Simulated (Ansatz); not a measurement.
Ansatz (an electronic-structure program) input (B3LYP-D3(BJ)/def2-TZVP):

Ansatz 0.2 input:
```yaml
crystal:
  periodic: [false, false, false]
  atoms:
    - {symbol: Si, position_ang: [-0.11828628, -0.28690298, 0.54070337]}
    - {symbol: Cl, position_ang: [-1.10372633, -0.69815245, 2.23646748]}
    - {symbol: O, position_ang: [-0.71940914, 1.06722167, -0.12841497]}
    - {symbol: C, position_ang: [-0.98761662, 2.31062015, 0.47310459]}
    - {symbol: O, position_ang: [1.41627527, -0.22961881, 1.03637425]}
    - {symbol: C, position_ang: [2.59654171, -0.23303974, 0.27109705]}
    - {symbol: O, position_ang: [-0.23609284, -1.43287474, -0.58889923]}
    - {symbol: C, position_ang: [-1.35751803, -1.82242772, -1.34428930]}
    - {symbol: H, position_ang: [-1.47422274, 2.93517054, -0.27555388]}
    - {symbol: H, position_ang: [-1.64638789, 2.18392640, 1.33422823]}
    - {symbol: H, position_ang: [-0.06148928, 2.78518290, 0.80288679]}
    - {symbol: H, position_ang: [2.67996108, 0.68961276, -0.30627773]}
    - {symbol: H, position_ang: [2.60345051, -1.08261143, -0.41166028]}
    - {symbol: H, position_ang: [3.43196696, -0.30896346, 0.96661022]}
    - {symbol: H, position_ang: [-2.11208378, -2.27290460, -0.69694898]}
    - {symbol: H, position_ang: [-1.79141151, -0.96253795, -1.85512263]}
    - {symbol: H, position_ang: [-1.01568419, -2.55487304, -2.07512671]}
basis:
  gaussian:
    orbitals: def2-TZVP
hamiltonian:
  xc: b3lyp
  dispersion: d3bj
relax: {f_tol: 0.002, max_steps: 150}
```

End of the output:

```
the calculation of the forces begins
reference -29809.67497583 eV, -1095.4853496384 hartree; 41, 41 occupied and 273, 273 virtual orbitals, 1913 factors
relax step  13: F+E_penalty+E_count = -29810.39420705 eV  Δ(F+E_penalty+E_count) = -2.038e-5 eV  max|allowed force component| = 4.324e-3 eV/Å  Δτ_max = 0.0115 Å  (31 SCF iters, accepted)
these checks for a lower state are left out or cut short: starts, cluster_reference, orbital_swaps, neighbouring_geometries, increment
integrals: 0.39 GiB planned
1913 factors; their error is unknown
mean field: 2.97 GiB planned
mean field -29809.67459253 eV, -1095.4853355523 hartree, gradient 6.6e-6 eV, S^2 0.000000; 0 other end points of the search recorded, 0 dependent functions left out
the calculation of the forces begins
reference -29809.67495125 eV, -1095.4853487350 hartree; 41, 41 occupied and 273, 273 virtual orbitals, 1913 factors
relax step  14: F+E_penalty+E_count = -29810.39421513 eV  Δ(F+E_penalty+E_count) = -8.082e-6 eV  max|allowed force component| = 3.630e-3 eV/Å  Δτ_max = 0.0091 Å  (33 SCF iters, accepted)
these checks for a lower state are left out or cut short: starts, cluster_reference, orbital_swaps, neighbouring_geometries, increment
integrals: 0.39 GiB planned
1913 factors; their error is unknown
mean field: 2.97 GiB planned
mean field -29809.67460685 eV, -1095.4853360786 hartree, gradient 6.6e-6 eV, S^2 0.000000; 0 other end points of the search recorded, 0 dependent functions left out
the calculation of the forces begins
reference -29809.67496553 eV, -1095.4853492597 hartree; 41, 41 occupied and 273, 273 virtual orbitals, 1913 factors
relax step  15: F+E_penalty+E_count = -29810.39421831 eV  Δ(F+E_penalty+E_count) = -3.181e-6 eV  max|allowed force component| = 1.164e-3 eV/Å  Δτ_max = 0.0071 Å  (32 SCF iters, accepted)
integrals: 0.39 GiB planned
1913 factors; their error is unknown
mean field: 2.97 GiB planned
mean field evaluation 128: about -29809.5741 eV, gradient 5.6e0 eV
mean field -29809.67460685 eV, -1095.4853360786 hartree, gradient 6.6e-6 eV, S^2 0.000000; 1 other end points of the search recorded, 0 dependent functions left out
the calculation of the forces begins
reference -29809.67496553 eV, -1095.4853492597 hartree; 41, 41 occupied and 273, 273 virtual orbitals, 1913 factors
Total energy: -29810.39457699 eV, -1095.5117944932 hartree
Atom 0 at    -0.128742    -0.349416     0.529528 Å, force     0.001164     0.000528     0.000130 eV/Å
Atom 1 at    -1.303419    -0.754283     2.168316 Å, force    -0.000528     0.000255     0.000003 eV/Å
Atom 2 at    -0.656981     1.021544    -0.168900 Å, force    -0.000127    -0.000515     0.000730 eV/Å
Atom 3 at    -0.862507     2.263095     0.493139 Å, force     0.000117    -0.000199     0.000106 eV/Å
Atom 4 at     1.389290    -0.253997     1.085402 Å, force     0.000330    -0.000791    -0.000937 eV/Å
Atom 5 at     2.537940    -0.117591     0.253205 Å, force     0.000234     0.000889    -0.000408 eV/Å
Atom 6 at    -0.223300    -1.528820    -0.574859 Å, force    -0.000859     0.000455    -0.000451 eV/Å
Atom 7 at    -1.383841    -1.859487    -1.329027 Å, force     0.000670    -0.000352     0.000444 eV/Å
Atom 8 at    -1.180014     2.989835    -0.253319 Å, force     0.000145    -0.000242     0.000322 eV/Å
Atom 9 at    -1.637805     2.171056     1.256886 Å, force    -0.000052     0.000260    -0.000021 eV/Å
Atom 10 at     0.058984     2.614589     0.963965 Å, force    -0.000149     0.000286    -0.000388 eV/Å
Atom 11 at     2.467089     0.776334    -0.371914 Å, force     0.000318    -0.000799     0.000420 eV/Å
Atom 12 at     2.655926    -0.992867    -0.388469 Å, force    -0.000333     0.000541     0.000867 eV/Å
Atom 13 at     3.407234    -0.028607     0.902946 Å, force    -0.000784    -0.000169    -0.000456 eV/Å
Atom 14 at    -2.176101    -2.230013    -0.674235 Å, force    -0.000156    -0.000187    -0.000199 eV/Å
Atom 15 at    -1.749878    -0.990969    -1.880290 Å, force    -0.000025    -0.000165    -0.000195 eV/Å
Atom 16 at    -1.109607    -2.643577    -2.033195 Å, force     0.000037     0.000205     0.000035 eV/Å
Dipole moment:     0.062088     0.257480    -0.351928 e Å
```
